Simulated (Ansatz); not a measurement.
Species: H$_{4}$BGeO, charge 0, doublet. H4BGeO (SMILES [BH]([GeH2])O, doublet).
B3LYP-D3(BJ)/def2-TZVP minimum from Ansatz (a program for electronic structure):
```
B
O 1 1.3551
H 2 0.9630 1 115.79
H 1 1.1917 2 117.04 3 -179.91
Ge 1 2.0403 4 119.23 2 -176.83
H 5 1.5357 1 121.25 4 -19.11
H 5 1.5433 6 110.53 1 151.14
```
Charge 0, spin multiplicity 2.

Atomisation energy term by term, kcal/mol (programs: Ansatz). UHF or UKS for unpaired electrons; spin-orbit terms are left out. Cores are frozen in correlated methods (noble-gas shells, and filled d and f shells in the p block). No relativity. CBS(X,Y): correlation extrapolated as X^-3, Hartree-Fock from the larger set. A bracket is a step between two methods taken in the basis named. Where a partner has so few electrons that a lower coupled-cluster level is exact, that level stands in.

| term | basis | kcal/mol |
|---|---|---|
| Hartree-Fock | cc-pVQZ | 391.52 |
| CCSD correlation | CBS(cc-pVTZ,cc-pVQZ) | 128.80 |
| (T) | CBS(cc-pVTZ,cc-pVQZ) | 7.89 |
| CCSDT(Q) - CCSD(T) | cc-pVDZ | 0.68 |
| sum: De |  | 528.9 |
